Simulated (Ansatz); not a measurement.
Ideal-gas functions of `[NH2][Ga][O][SiH3]` radical at 800 K and 1 bar, from an Ansatz frequency run at PBE0-D4/def2-TZVP.

Molar mass 132.86 g/mol, point group C1 (symmetry number 1), electronic degeneracy 2, moments of inertia 31.173, 327.204, 352.086 u Å². Harmonic wavenumbers (cm⁻¹, unscaled): 21, 57, 81, 171, 284, 363, 476, 665, 724, 732, 762, 954, 958, 987, 1023, 1537, 2193, 2210, 2216, 3561, 3679.

Use S(trans) = R[1.5 ln M + 2.5 ln T − 1.1517]; rotational temperatures θ = 24.2544 K / I; S(rot) = R[ln(√π/σ · √(T³/θAθBθC)) + 1.5]; for each mode x = 1.438777 ν̃/T, S = R[x/(eˣ − 1) − ln(1 − e⁻ˣ)] and H = RT x/(eˣ − 1); 1 cm⁻¹ = 0.0119627 kJ/mol; R = 8.31446 J/(mol·K).

By hand: the entropy, in J/(mol·K).

Translation 190.3. Rotation: θ = 0.7781, 0.0741, 0.0689 K, giving 123.6. Vibration, mode by mode: 35.56, 27.26, 24.34, 18.15, 13.99, 12.01, 9.86, 7.30, 6.68, 6.60, 6.32, 4.78, 4.75, 4.56, 4.33, 2.09, 0.81, 0.79, 0.78, 0.10, 0.08, in all 191.1. Electronic 5.8. Sum 510.8 J/(mol·K).

By hand: H − E and G − E in kJ/mol, counted from the electronic energy.

Zero-point energy ½ × 23654 × 0.0119627 = 141.5; thermal vibration 64.3; translation, rotation and pV give 4 RT = 26.6. H − E = 232.4 kJ/mol, and G − E = 232.4 − 800 × 510.8/1000 = -176.2 kJ/mol.

Vibration gives 37 % of the entropy, 87.2 J/(mol·K) of it from the modes under 150 cm⁻¹: soft modes count most, and the harmonic formula is weakest for them. The sum counts one conformer and one mirror image; others add a mixing term.
